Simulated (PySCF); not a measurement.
# Dipole response of Mg (magnesium, neutral)

[Ne] 3s2, closed-shell 1S. Calculation: PySCF 2.14, in aug-cc-pCVTZ-DK; the spin-free X2C one-electron Hamiltonian (Gaussian nucleus). Coupled (time-dependent) response in atomic units; α is the mean over directions.

| method | mean α (bohr³) | C₆ (like pair) | S(−4) |
| --- | --- | --- | --- |
| UHF | 81.11 | 760.0 | 3522 |
| PBE | 73.89 | 658.3 | 2966 |
| PBE0 | 74.85 | 673.0 | 3013 |
| LC-wPBE | 76.73 | 700.9 | 3128 |
| M06 | 80.48 | 708.0 | 3914 |

S(−4) is the Cauchy moment in α(ω) = α(0) + S(−4) ω² + …

Reference α: 71.2 ± 0.4 bohr³ (recommended; Schwerdtfeger and Nagle, table of static dipole polarizabilities (2023 update)). Published C₆: 626.0 (Chu and Dalgarno (2004); Tang, Norbeck and Certain (1976)).

Hartree-Fock lies above the reference because it lacks correlation, which contracts the outer shell.

α(iu) at M06:

```csv
u (hartree),α(iu) (bohr³)
0,80.48
0.0500,71.78
0.100,54.33
0.200,27.89
0.300,15.63
0.500,6.727
0.750,3.370
1.00,2.098
1.50,1.128
2.00,0.7523
3.00,0.4382
5.00,0.2224
```
